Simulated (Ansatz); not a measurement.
Relaxed structures of SiNH3Te, closed shell (PBE0-D4/def2-TZVP; forces vanish, vibrations not checked; lower isomers may exist, and structures with a doubtful reference or unclear bonds are left out; Å). Program: Ansatz 0.2.0. Basis: def2-TZVPP. Cores are frozen in the correlated methods. Filled d shells of the heavier atoms are correlated. Core potentials replace the inner electrons of the atoms past krypton. The def2 sets are not built for correlating such inner shells, so the correlated values are less sure here.

Task: Rank them by CCSD(T) energy, lowest first, and give each one's height above the lowest. Links in brackets join atoms within 1.22 times the sum of their covalent radii (1.1 for two metals). (An estimate is asked for; the value comes from the calculation.)
A.
SiNH₃Te ([NH2]1[SiH][Te]1)
```
6
angstrom
N 0.1356 0.4924 0.0928
Si -1.1291 -0.9362 0.2553
Te 1.4445 -1.1145 0.6272
H -1.0156 -1.2040 -1.2417
H 0.3517 0.8824 -0.8160
H 0.1362 1.2136 0.8019
```
B.
SiNH₃Te ([N]1[SiH2][TeH]1)
```
6
angstrom
N 0.9740 -0.8805 0.4554
Si 0.3991 0.6618 0.1375
Te -1.0011 -1.4042 0.2438
H -1.1014 -1.6440 -1.4214
H 0.4842 1.3227 -1.1947
H 0.0853 1.6701 1.1848
```
C.
SiNH₃Te ([NH]1[SiH2][Te]1)
```
6
angstrom
N -0.7380 -0.8424 0.1505
Si 0.1590 0.6352 0.0727
Te 1.3036 -1.4252 0.6137
H -0.9791 -1.2555 -0.7458
H 0.3997 1.2843 -1.2374
H -0.1452 1.6035 1.1463
```

Result: The calculation gives: C (0.000 eV), A (0.250 eV), B (1.744 eV). Heights count from the lowest.

T1 diagnostic: at most 0.017.

For scale, one of the runs: CCSD(T)/def2-TZVPP, 165 basis functions, launched by `ansatz run in.yaml --threads 2 --pin off --events-out ev --progress --plain --max-ram 4352MiB`. Time: 57 s of wall clock on 2 CPU threads of an Arm Neoverse V2; the host was shared. Peak host memory: 1.4 GiB.
